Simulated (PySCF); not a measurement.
CrO2F, SMILES [O]=[Cr](=[O])[F] (connectivity only; charge and spin as stated), neutral, multiplicity 2.

Geometry: PBE0-D3(BJ)/def2-SVP. A frequency run showed that this geometry is not a minimum. The multiplicity is an assumed one; other spin states were not compared. The isomer is the one that the SMILES or the coordinates give; other isomers of the formula were not compared.

Two levels are set side by side: PBE/def2-TZVPD (PySCF) and PBE0/def2-TZVPD (PySCF). Same geometry, gas phase. Differences are taken from unrounded values.

| quantity | PBE0 |
|---|---|
| α-spin orbital gap (eV) | 4.36 |
| β-spin orbital gap (eV) | 6.02 |
| dipole moment (D) | 0.47 |
| mean polarisability (bohr³) | 35.5 |

Question: What does PBE give, and how far is it from PBE0? (The exact figures need the calculation; the answer reports its results.)

Answer: 
| quantity | PBE | PBE minus PBE0 |
|---|---|---|
| α-spin orbital gap (eV) | 1.16 | -3.20 |
| β-spin orbital gap (eV) | 2.98 | -3.04 |
| dipole moment (D) | 0.52 | 0.05 |
| mean polarisability (bohr³) | 37.3 | 1.9 |

PBE's more diffuse valence density responds more strongly to a field. Differences between two approximate levels are no errors against the true value.

Rough cost on one machine, each run with all the roots and properties that it gave: PBE0 against PBE within a factor of 2.
